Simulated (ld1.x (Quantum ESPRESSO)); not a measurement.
**Plane-wave convergence, TM potential for N**

ld1.x (Quantum ESPRESSO) 7.5 input, shortened:

```
&input
   title='N', zed=7., rel=1, dft='PZ', iswitch=3,
   config='[He] 2s2 2p3 3d-2'
 /
 &inputp
   pseudotype=2, tm=.true., lloc=1,
   nlcc=.true., new_core_ps=.true., rcore=0.55
 /
3
2S  1  0   2.00   0.00  0.65  0.65  0.0
3D  3  2  -2.00   0.25  1.40  1.40  0.0
2P  2  1   3.00   0.00  1.70  1.70  0.0
 &test
   configts(1)='2s2 2p3'
 /
```

The pseudo-atom Hamiltonian at the reference potential is diagonalised in spherical Bessel functions j_l(qr) that vanish at 20 bohr, with q² up to the cutoff. All-electron valence levels (Ry): 2s -1.3541, 2p -0.5323.

**Question.** How do the lowest levels (Ry) of each channel move with the cutoff, and are there ghosts?

**Answer.**

| cutoff (Ry) | s #1 | d #1 | d #2 | p #1 | f #1 | f #2 | Σ f·Δε (mRy) |
| --- | --- | --- | --- | --- | --- | --- | --- |
| 8 | -1.2104 | 0.0560 | 0.1756 | -0.1189 | 0.0947 | 0.2538 | 1526.7 |
| 15 | -1.2192 | 0.0560 | 0.1756 | -0.3045 | 0.0947 | 0.2538 | 952.5 |
| 25 | -1.2582 | 0.0560 | 0.1756 | -0.4698 | 0.0947 | 0.2538 | 378.5 |
| 35 | -1.2843 | 0.0560 | 0.1756 | -0.5230 | 0.0947 | 0.2538 | 166.7 |
| 50 | -1.2924 | 0.0560 | 0.1756 | -0.5320 | 0.0947 | 0.2538 | 123.6 |
| 70 | -1.2955 | 0.0560 | 0.1756 | -0.5321 | 0.0947 | 0.2538 | 116.9 |
| 100 | -1.3169 | 0.0560 | 0.1756 | -0.5323 | 0.0947 | 0.2538 | 73.7 |
| 140 | -1.3436 | 0.0560 | 0.1756 | -0.5323 | 0.0947 | 0.2538 | 20.2 |
| 180 | -1.3505 | 0.0560 | 0.1756 | -0.5323 | 0.0947 | 0.2538 | 6.5 |
| 260 | -1.3514 | 0.0560 | 0.1756 | -0.5323 | 0.0947 | 0.2538 | 4.5 |
| 400 | -1.3537 | 0.0560 | 0.1756 | -0.5323 | 0.0947 | 0.2538 | 0.0 |

Result: no extra level below or beside the all-electron valence levels (s, d, p, f tested); 10 mRy is reached at 180 Ry and 1 mRy at over 300 Ry.

Its largest configuration-test error is +1405 meV.
